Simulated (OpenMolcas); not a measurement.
# A ladder of methods for GeN2H4 (SMILES [NH2][Ge][NH2])

GeN2H4 has 7 atoms, charge 0, and is taken as a singlet. As SMILES, `[NH2][Ge][NH2]`. The shape is that of a PBE0-D4/def2-TZVP optimisation. This is one conformer, not always the lowest.

Quantity: the HOMO–LUMO gap, in eV. The values are calculated.

| level | kind | program | value (eV) | CPU time |
| --- | --- | --- | --- | --- |
| HF/def2-SVPD | Hartree–Fock | OpenMolcas | 11.59 | 13 s |
| PBE/def2-SVPD | GGA | OpenMolcas | 4.24 | 31 s |
| revPBE/def2-SVPD | GGA | OpenMolcas | 4.25 | 31 s |
| TPSS/def2-SVPD | meta-GGA | OpenMolcas | 4.36 | 40 s |
| r2SCAN/def2-SVPD | meta-GGA | OpenMolcas | 4.64 | 37 s |
| B3LYP/def2-SVPD | global hybrid | OpenMolcas | 5.81 | 30 s |
| M06-2X/def2-SVPD | hybrid meta-GGA | OpenMolcas | 8.08 | 36 s |
| PBE0/def2-SVPD | global hybrid | OpenMolcas | 6.17 | 30 s |

All-electron rows without a relativistic Hamiltonian named are non-relativistic. The values span 4.24 to 11.59 eV. Orbital gaps aren't excitation energies; they tend to grow with the share of exact exchange. Times are those of the runs behind each value, whatever else they computed, on shared processors of several kinds: orders of magnitude only.
